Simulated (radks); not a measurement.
Fractional charge and spin in the 6s shell of samarium: the spin-up occupation runs from 0 to 1 and the spin-down occupation from 0 to 1; the fullest corner is Sm, [Xe] 4f(up 3, down 3) 6s(up 1, down 1). Method: scalar-relativistic Kohn-Sham, r2SCAN, spin-polarised, spherical densities, finite nucleus; meta-GGA in the generalised Kohn-Sham scheme; Fermi nuclear charge, rms radius of each element as measured or else 0.836 A^(1/3) + 0.57 fm; computed with a radial shooting solver on a logarithmic mesh with Libxc functionals. Energy (eV) above the fullest corner. The planes named below are the two flat planes that join the four corners, with an edge along up + down = one added electron.

down \ up       0    0.25     0.5   0.75      1
0          16.519  13.417  10.528  7.893  5.539
0.25       13.417  10.666   8.128  5.840  3.822
0.5        10.528   8.128   5.940  3.996  2.314
0.75        7.893   5.840   3.996  2.389  1.036
1           5.539   3.822   2.314  1.036  0.000

Corners above the fullest one (they belong to Sm+ and the next ion): (up 1, down 0) 5.539 eV, (up 0, down 1) 5.539 eV, (up 0, down 0) 16.519 eV. With half an added electron in each spin the energy lies 0.400 eV from the planes, and with half an added electron in spin up alone -0.501 eV. The planes are only a guide here: the flat-plane condition holds for ground states with one frontier orbital, while this shell lies below other occupied shells, so the corners above the fullest one are inner-hole states and not the ground states of those ions.
